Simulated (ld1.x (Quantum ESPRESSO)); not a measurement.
# Transferability test, TM potential for Ir (Z = 77)

Ir (Z = 77), norm-conserving Troullier–Martins (Kleinman–Bylander form), made with ld1.x (Quantum ESPRESSO) 7.5 (PBE, scalar-relativistic). Core [Xe] 4f14, reference 5d7 6s1 6p0 (charge +1). Waves: 6p (bound, empty): rc 2.80 bohr; 5d (bound): rc 1.70 bohr; 6s (bound): rc 1.80 bohr. Local part: the s channel. Core correction: Bessel-smoothed model core inside 1.15 bohr.

Energies are relative to the spin-unpolarised reference configuration 5d7 6s1 6p0; without spin polarisation the order of configurations can differ from experiment.

```csv
valence configuration,charge,ΔE all-electron (eV),error AE − PS (meV)
5d7 6s2 6p0,0,-9.879,+1.6
5d7 6s0 6p0,+2,17.469,-14
5d6 6s0 6p0,+3,48.010,-150
5d7 6s0 6p1,+1,6.471,-6.9
5d7 6s0 6p2,0,1.128,-12
5d7 6s1 6p1,0,-4.564,-1.5
```

(1) What are ΔE and the potential's error for 5d6 6s2 6p1?

Results:

(1) ΔE = -2.719 eV all-electron; the error (AE − PS) is -94 meV.
